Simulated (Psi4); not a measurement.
Psi4 input (wB97X-D/6-311+G**):

```
memory 1500 MB

molecule {
0 2
C    -1.72215800   -0.62157900   -0.71721600
C    -0.96812200   -0.43869100    0.36441200
B     0.47176700    0.16579000    0.23504400
O     1.19313100    0.33036100    1.35916300
O     0.97611800    0.51516300   -0.99384300
H    -1.36539300   -0.36046600   -1.70667100
H    -2.72184500   -1.03818500   -0.65383200
H    -1.35228200   -0.70953100    1.34107200
H     1.86837200    0.87666000   -0.96152400
symmetry c1
no_reorient
no_com
}

set {
  basis 6-311+G**
  reference uks
  scf_type df
  df_basis_scf def2-universal-jkfit
  dft_radial_points 99
  dft_spherical_points 590
  e_convergence 1e-8
  d_convergence 1e-7
  maxiter 150
}

e = energy('wb97x-d')
print_out(f'\nFINAL {e:.10f} DIPOLE {variable("CURRENT DIPOLE")[0]:.6f} {variable("CURRENT DIPOLE")[1]:.6f} {variable("CURRENT DIPOLE")[2]:.6f}\n')
```

From the output:

```
              A
    DOCC [    18 ]
    SOCC [     1 ]
    NA   [    19 ]
    NB   [    18 ]

  @DF-UKS Final Energy:  -253.91696814142881

   => Energetics <=

    Nuclear Repulsion Energy =            145.5796370735415337
    One-Electron Energy =                -633.9182116758124721
    Two-Electron Energy =                 257.6714597697940121
    DFT Exchange-Correlation Energy =     -23.2475584112489138
    Empirical Dispersion Energy =          -0.0022948977029854
    VV10 Nonlocal Energy =                  0.0000000000000000
    Total Energy =                       -253.9169681414288107

  UHF NO Occupations:
  HONO-2 :   17  A 1.9993090
  HONO-1 :   18  A 1.9991844
  HONO-0 :   19  A 1.0000000
  LUNO+0 :   20  A 0.0008156
  LUNO+1 :   21  A 0.0006910
  LUNO+2 :   22  A 0.0005184
  LUNO+3 :   23  A 0.0002044

Computation Completed

Properties will be evaluated at   0.000000,   0.000000,   0.000000 [a0]

Properties computed using the SCF density matrix

 Multipole Moments:

 ------------------------------------------------------------------------------------
     Multipole            Electronic (a.u.)      Nuclear  (a.u.)        Total (a.u.)
 ------------------------------------------------------------------------------------

 L = 1.  Multiply by 2.5417464519 to convert [e a0] to [Debye]
 Dipole X            :         -0.0072361           -0.0000019           -0.0072380
 Dipole Y            :          0.0334828            0.0000000            0.0334828
 Dipole Z            :         -0.3133927            0.0000019           -0.3133908
 Magnitude           :                                                    0.3152575

 ------------------------------------------------------------------------------------

FINAL -253.9169681414 DIPOLE -0.007238 0.033483 -0.313391

*** Psi4 exiting successfully. Buy a developer a beer!
```

The geometry given is a B3LYP-D3(BJ)/def2-TZVP minimum.
